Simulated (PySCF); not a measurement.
## Electron correlation in Sn³⁺ (tin, charge +3)

[Kr] 4d10 5s1, 2S determinant. All numbers are calculated (PySCF 2.14, the spin-free X2C one-electron Hamiltonian (Gaussian nucleus), in x2c-TZVPPall). Frozen: [Ar] 3d10; 19 electrons correlated.

| level | correlation energy (mhartree) |
| --- | --- |
| CCSD | -276.70 |
| (T) | -4.16 |
| CCSD(T) | -280.86 |

Diagnostics: T1 = 0.0067, D1 = 0.0169, largest double amplitude 0.012.

Cost of the coupled-cluster step: of the order of 6 core-seconds, for 19 correlated electrons.

Iterations:

```
CC2 = 0
CCSD nocc = (np.int64(10), np.int64(9)), nmo = (46, 46)
frozen orbitals [[0, 1, 2, 3, 4, 5, 6, 7, 8, 9, 10, 11, 12, 13], [0, 1, 2, 3, 4, 5, 6, 7, 8, 9, 10, 11, 12, 13]]
max_cycle = 100
direct = 0
conv_tol = 1e-08
conv_tol_normt = 1e-06
diis_space = 8
diis_start_cycle = 0
Init t2, MP2 energy = -0.284220084230048
Init E_corr(UCCSD) = -0.284220084233079
cycle = 1  E_corr(UCCSD) = -0.271393856115141  dE = 0.0128262281  norm(t1,t2) = 0.0436461
cycle = 2  E_corr(UCCSD) = -0.276774503683078  dE = -0.00538064757  norm(t1,t2) = 0.00809973
cycle = 3  E_corr(UCCSD) = -0.276468506774284  dE = 0.000305996909  norm(t1,t2) = 0.00248319
cycle = 4  E_corr(UCCSD) = -0.276704933778373  dE = -0.000236427004  norm(t1,t2) = 0.000644356
cycle = 5  E_corr(UCCSD) = -0.276703429291952  dE = 1.50448642e-06  norm(t1,t2) = 4.56668e-05
cycle = 6  E_corr(UCCSD) = -0.276701522253846  dE = 1.90703811e-06  norm(t1,t2) = 9.70415e-06
cycle = 7  E_corr(UCCSD) = -0.276701707585731  dE = -1.85331885e-07  norm(t1,t2) = 1.76832e-06
cycle = 8  E_corr(UCCSD) = -0.276701727963332  dE = -2.03776009e-08  norm(t1,t2) = 1.68422e-07
cycle = 9  E_corr(UCCSD) = -0.2767017271476  dE = 8.15731704e-10  norm(t1,t2) = 2.95104e-08
UCCSD converged
E(UCCSD) = -6172.220202683028  E_corr = -0.2767017271476004
UCCSD(T) correction = -0.00415786232945793
```

This basis was not built for core-valence correlation, so the inner-shell part is incomplete.
